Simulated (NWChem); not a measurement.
System: C2H5NOSi; SMILES C1=N[SiH2]CO1

Input file for NWChem:

```
start job
memory heap 200 mb stack 900 mb global 1100 mb
geometry units angstroms noautoz
  C      0.918066     1.053241     0.000000
  N      1.335632    -0.149584     0.000000
  Si    -0.081359    -1.193364     0.000000
  C     -1.297900     0.298834     0.000000
  O     -0.386511     1.442266     0.000000
  H      1.568431     1.929932     0.000000
  H     -0.176262    -2.053484     1.208097
  H     -0.176262    -2.053484    -1.208097
  H     -1.930672     0.389968    -0.887592
  H     -1.930672     0.389968     0.887592
end
basis spherical
  * library def2-tzvp
end
dft
  xc hfexch
  iterations 150
  semidirect filesize 400000000
  mulliken
end
task dft energy
```

Structure relaxed at the B3LYP/6-31G* (spherical d) level.

Give the results of this calculation. (Hartree-Fock/def2-TZVP.) Quantities: energy (Ha); highest occupied level (eV); orbital gap (eV); dipole (D).


```yaml
energy (Ha): -496.98
highest occupied level (eV): -10.98
orbital gap (eV): 14.08
dipole (D): 1.88
```
